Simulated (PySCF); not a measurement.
Job file and geometry (Å, from GFN2-xTB) of an NMR shielding run on SMILES C#C[C@@H]1CC[C@H](C(C)=O)C1=C, C$_{10}$H$_{12}$O, GIAO PBE0/pcSseg-1 NMR shielding, non-relativistic, gas phase (PySCF 2.14.0, density-fitted response routines); density fitting, a coarse starting grid and PySCF grid level 2 are the driver's defaults:

```
$ OMP_NUM_THREADS=1 python probes_run.py task.json out

{"job": {"kind": "nmr", "xc": "PBE0", "basis": "pcSseg-1"}, "charge": 0, "multiplicity": 1}
C     -2.864398     1.307186    -0.937248
C     -2.248427     0.455280    -0.365881
C     -1.457349    -0.549503     0.316980
C     -0.992547    -0.088433     1.711182
C      0.416394    -0.661911     1.854322
C      0.997435    -0.540048     0.443785
C      1.529428     0.871697     0.184358
C      2.043856     1.107342    -1.210500
O      1.538613     1.723043     1.033945
C     -0.179965    -0.839717    -0.447063
C     -0.136295    -1.314758    -1.678649
H     -3.420773     2.046544    -1.430800
H     -2.050769    -1.468875     0.390801
H     -0.946793     1.000825     1.740388
H     -1.663305    -0.426058     2.499821
H      1.007567    -0.108398     2.582115
H      0.377559    -1.711866     2.149562
H      1.822370    -1.234294     0.260167
H      1.198834     1.117548    -1.896367
H      2.553688     2.065944    -1.260589
H      2.717990     0.310639    -1.513410
H     -1.038674    -1.504676    -2.235060
H      0.790811    -1.530527    -2.181779
```

Task: Write the output of this run.

Result: 
```
coarse grid: 19392 points
cycle   1  E = -462.5743266101  dE =  1.757e+00  |g| = 8.626e-01  |ddm| = 4.569e+00
cycle   2  E = -462.2180573109  dE =  3.563e-01  |g| = 1.619e+00  |ddm| = 2.517e+00
cycle   3  E = -462.7213074274  dE = -5.033e-01  |g| = 2.392e-01  |ddm| = 1.911e+00
cycle   4  E = -462.7341386150  dE = -1.283e-02  |g| = 5.726e-02  |ddm| = 2.844e-01
cycle   5  E = -462.7346616816  dE = -5.231e-04  |g| = 3.244e-02  |ddm| = 8.008e-02
cycle   6  E = -462.7348849905  dE = -2.233e-04  |g| = 1.040e-02  |ddm| = 3.160e-02
cycle   7  E = -462.7349107596  dE = -2.577e-05  |g| = 2.357e-03  |ddm| = 9.127e-03
cycle   8  E = -462.7349118750  dE = -1.115e-06  |g| = 8.663e-04  |ddm| = 2.873e-03
final grid: 187752 points
cycle   9  E = -462.8151672049  dE = -5.365e-05  |g| = 1.282e-02  |ddm| = 6.703e-02
cycle  10  E = -462.8150928191  dE =  7.439e-05  |g| = 2.342e-02  |ddm| = 3.179e-02
cycle  11  E = -462.8152007862  dE = -1.080e-04  |g| = 3.294e-03  |ddm| = 2.122e-02
cycle  12  E = -462.8152030879  dE = -2.302e-06  |g| = 4.485e-04  |ddm| = 2.747e-03
cycle  13  E = -462.8152031106  dE = -2.268e-08  |g| = 3.357e-04  |ddm| = 6.365e-04
cycle  14  E = -462.8152031372  dE = -2.658e-08  |g| = 7.079e-05  |ddm| = 3.150e-04
cycle  15  E = -462.8152031383  dE = -1.131e-09  |g| = 1.819e-05  |ddm| = 7.972e-05
cycle  16  E = -462.8152031384  dE = -7.367e-11  |g| = 6.739e-06  |ddm| = 2.471e-05
converged SCF energy = -462.8152031384

GIAO shielding tensors (ppm)
atom      isotropic    diamagn.    paramagn.     s11        s22        s33       span
  0 C      112.150     258.928    -146.777     43.234     48.697    244.519    201.285
  1 C       93.243     262.009    -168.766    -16.927     -0.657    297.312    314.238
  2 C      150.552     245.664     -95.111    129.136    156.959    165.563     36.427
  3 C      150.353     248.352     -97.999    121.932    154.674    174.454     52.522
  4 C      156.581     249.472     -92.892    132.880    165.188    171.674     38.794
  5 C      123.269     252.080    -128.811     97.194    131.530    141.082     43.888
  6 C      -24.319     249.783    -274.103   -108.088    -64.077     99.208    207.296
  7 C      158.137     252.078     -93.941    137.119    150.123    187.168     50.049
  8 O     -331.608     400.197    -731.805   -933.719   -413.883    352.777   1286.496
  9 C       22.066     262.853    -240.786    -89.509     34.517    121.191    210.700
 10 C       65.188     252.140    -186.952    -46.628     80.988    161.204    207.833
 11 H       30.211      34.974      -4.763     25.066     25.185     40.384     15.318
 12 H       28.369      28.740      -0.371     25.262     26.027     33.818      8.557
 13 H       29.638      30.516      -0.878     25.722     29.363     33.827      8.105
 14 H       29.626      29.379       0.247     24.945     27.892     36.042     11.096
 15 H       29.125      31.088      -1.963     25.354     26.286     35.736     10.381
 16 H       30.315      31.060      -0.745     25.591     27.974     37.380     11.789
 17 H       28.394      33.863      -5.470     24.441     28.371     32.370      7.929
 18 H       28.395      31.125      -2.730     23.464     30.492     31.230      7.766
 19 H       29.812      28.392       1.420     26.011     28.081     35.343      9.332
 20 H       29.563      30.388      -0.825     25.943     29.536     33.211      7.268
 21 H       25.846      30.699      -4.854     22.776     24.330     30.430      7.654
 22 H       25.765      32.089      -6.324     22.574     24.900     29.822      7.248
```

Task: Turn these shieldings into chemical shifts. Chemical shifts δ = σref − σ; 13C (σ = 186.93 ppm) and 1H (σ = 31.72 ppm) against TMS; 17O (σ = 336.08 ppm) against H2O, all at this level.

Result: Averaging equivalent atoms: C 6: 211.2; C 9: 164.9; C 10: 121.7; C 1: 93.7; C 0: 74.8; C 5: 63.7; C 3: 36.6; C 2: 36.4; C 4: 30.3; C 7: 28.8; O 8: 667.7; H 22: 5.95; H 21: 5.87; H 12: 3.35; H 17: 3.32; H 15: 2.59; H 18/19/20: 2.46; H 14: 2.09; H 13: 2.08; H 11: 1.51; H 16: 1.40 ppm. Unscaled 17O shifts of doubly bonded oxygen tend to come out too high, by tens of ppm or more. Experimental scales use liquid or dissolved standards, which lie at an offset from isolated H2O (liquid H2O: subtract about 36 ppm).

Size and cost of the density-fitted run: 247 basis functions, 63 s wall time on 1 thread of an Arm Neoverse V1, shared host.
